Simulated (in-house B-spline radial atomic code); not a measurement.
K⁺. Computed with a B-spline radial atomic code. Model: non-relativistic spherical atom: semilocal Troullier-Martins pseudo-atom, one channel per l, against all electrons, high spin, G0W0 and RPA with empty states to l = 8, local potential for every l without a channel, a model core (radius 0 = none) keeps its share of the functional.

What the tables leave out is listed at the end.

The pseudopotential gives back the lowest level of each angular momentum of its own functional in the configuration it was made in; a second state of the same l is only approximately right. Exact exchange, RPA and GW see the smooth pseudo-orbitals and miss the exchange with the core, for which the functional's share stands in. The column with an uncorrelated core keeps all orbitals and exact exchange, and so separates missing core correlation from pseudisation. Only the three outermost levels and the lowest empty one were computed. RPA here is direct RPA, with no exchange kernel, and its energies carry an (l + 1/2)⁻⁴ tail. A hybrid on a potential with a model core restores only its own semilocal share of the core's exchange.

Command:
```bash
python run_psgw.py task.json out
```
Settings (lengths in bohr, energies in hartree):
```
Z                      19
electrons              18
configuration          [Ne] 3s2 3p6
generated_in           [Ar] 4s1
functional             lda,vwn
core_shells            4
radius_factor          0.8
core_correction        True
```

Time taken, with all properties: 6.2 s on 1 thread of Intel(R) Xeon(R) 6975P-C (Granite Rapids) (shared host).

Given: made with LDA VWN5; model core radius 0.711 bohr; local radius 1.273 bohr; mean-field start LDA VWN5.

Valence shells of the generating configuration: 3p, 4s.

Channel: s 3.24, p 0.926 (radii in bohr).

Computed: largest level miss in the spin-unpolarised generating configuration 0 eV; valence RPA correlation energy all-electron orbitals -0.3104 hartree; all-electron RPA polarisability, core included 5.1997 bohr³; pseudo-atom RPA polarisability 5.404 bohr³.

| level | occupied | mean-field all-electron (eV) | mean-field pseudo minus all (eV) | G0W0 all-electron (eV) | G0W0 uncorrelated core minus all (eV) | G0W0 pseudo minus all (eV) | exchange self-energy all-electron (eV) | exchange self-energy pseudo (eV) |
| --- | --- | --- | --- | --- | --- | --- | --- | --- |
| 3p | 1 | -24.99 | 0.058 | -31.524 | -0.566 | 0.672 | -27.898 | -20.676 |
| 4s (empty) | 0 | -6.0886 | -0.015 | -4.1035 | 0.02 | -0.321 | -1.3891 | -1.2547 |

(1) What is the valence RPA correlation energy pseudo?

Given: mean-field start PBE0.

Computed: valence RPA correlation energy all-electron orbitals -0.28646 hartree; valence RPA correlation energy pseudo -0.39434 hartree; pseudo-atom RPA polarisability 5.2161 bohr³.

| level | occupied | mean-field all-electron (eV) | mean-field pseudo minus all (eV) | G0W0 all-electron (eV) | G0W0 uncorrelated core minus all (eV) | G0W0 pseudo minus all (eV) | exchange self-energy all-electron (eV) | exchange self-energy pseudo (eV) |
| --- | --- | --- | --- | --- | --- | --- | --- | --- |
| 3p | 1 | -26.922 | 0.874 | -31.708 | -0.497 | 1.31 | -27.839 | -20.518 |
| 4s (empty) | 0 | -5.5434 | -0.188 | -4.2048 | 0.018 | -0.27 | -1.1046 | -1.1566 |

(2) What is the all-electron RPA polarisability, core included?

## Answers

(1) -0.41686 hartree.

(2) 4.6844 bohr³.

Among the listed levels the largest G0W0 shift of the pseudo-atom is +1.31 eV, for 3p on the PBE0 start, while leaving the core uncorrelated moves that level by -0.50 eV. So pseudisation and the lost core exchange, not the missing core correlation, make the error. Not in the tables (levels of low weight, unsolved or above zero; the highest and the empty levels are kept at any weight): no Hartree-Fock pseudo-atom is run with a model core.
